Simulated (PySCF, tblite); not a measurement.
Isomers of C7H13NOSi, one GFN2-xTB conformer each. Single-point energies are computed at PBE0/pcSseg-1 (PySCF, gas phase, no added dispersion term), electronic only.

| SMILES | GFN2-xTB relative energy (kcal/mol) |
| --- | --- |
| C=C1[C@@H](CCC=O)[SiH2]N1C | 16.1 |
| COC1=CC=C(N(C)C)[SiH2]1 | 29.1 |
| CC(C)(C)O[SiH2]/C=C\C#N | 0.0 |
| C#C[C@](C)(CC(N)=O)[SiH2]C | 37.3 |

Conformers: `[CH2:1]=[C:2]1[C@@H:3]([CH2:4][CH2:5][CH:6]=[O:7])[SiH2:8][N:9]1[CH3:10]` with C2–C3–C4–C5 173°, C3–C4–C5–C6 -176°, C4–C5–C6–O7 -132°; `[CH3:1][O:2][C:3]1=[CH:4][CH:5]=[C:6]([N:7]([CH3:8])[CH3:9])[SiH2:10]1` with C1–O2–C3–C4 1°; `[CH3:1][C:2]([CH3:3])([CH3:4])[O:5][SiH2:6]/[CH:7]=[CH:8]\[C:9]#[N:10]` with C2–O5–Si6–C7 157°, O5–Si6–C7–C8 -26°; `[CH:1]#[C:2][C@:3]([CH3:4])([CH2:5][C:6]([NH2:7])=[O:8])[SiH2:9][CH3:10]` with C2–C3–C5–C6 -168°, C3–C5–C6–N7 -149°, C5–C6–N7–H -178° and 1°, C2–C3–Si9–C10 76°.

Task: What does PBE0/pcSseg-1 give for the same structures?

Result: 
```
                    SMILES  PBE0/pcSseg-1 E (Eh)  PBE0/pcSseg-1 (kcal/mol)  GFN2-xTB (kcal/mol)  point group
   CC(C)(C)O[SiH2]/C=C\C#N            -693.37785                       0.0                  0.0           C1
C=C1[C@@H](CCC=O)[SiH2]N1C            -693.34952                      17.8                 16.1           C1
C#C[C@](C)(CC(N)=O)[SiH2]C            -693.34332                      21.7                 37.3           C1
   COC1=CC=C(N(C)C)[SiH2]1            -693.31780                      37.7                 29.1           C1
```

Both levels put the same isomer lowest; measured from each level's own lowest isomer, the values differ by up to 15.6 kcal/mol (C#C[C@](C)(CC(N)=O)[SiH2]C: 37.3 against 21.7). As drawn, the lowest has a C≡N group and an Si–O bond, which the highest lacks.

Task: Which frontier levels, dipoles and rotational constants go with these structures?

Result: 
| SMILES | HOMO (eV, PBE0/pcSseg-1) | LUMO (eV) | dipole (D) | A, B, C (MHz) |
| --- | --- | --- | --- | --- |
| CC(C)(C)O[SiH2]/C=C\C#N | -8.00 | -1.76 | 2.85 | 1615, 909.4, 675.9 |
| C=C1[C@@H](CCC=O)[SiH2]N1C | -5.96 | -0.73 | 3.68 | 2554, 514.1, 453.5 |
| C#C[C@](C)(CC(N)=O)[SiH2]C | -7.16 | 0.26 | 4.72 | 1422, 955.6, 744.0 |
| COC1=CC=C(N(C)C)[SiH2]1 | -4.76 | -0.58 | 1.43 | 2916, 610.6, 514.8 |

Task: What happens when harmonic zero-point energies from GFN2-xTB frequencies are added?

Result: 
| SMILES | ZPE (kcal/mol) | electronic (kcal/mol) | with ZPE (kcal/mol) |
| --- | --- | --- | --- |
| CC(C)(C)O[SiH2]/C=C\C#N | 113.8 | 0.0 | 0.0 |
| C=C1[C@@H](CCC=O)[SiH2]N1C | 114.1 | 17.8 | 18.1 |
| C#C[C@](C)(CC(N)=O)[SiH2]C | 113.1 | 21.7 | 20.9 |
| COC1=CC=C(N(C)C)[SiH2]1 | 114.1 | 37.7 | 38.0 |

The zero-point energies span 1.0 kcal/mol. The order is unchanged.
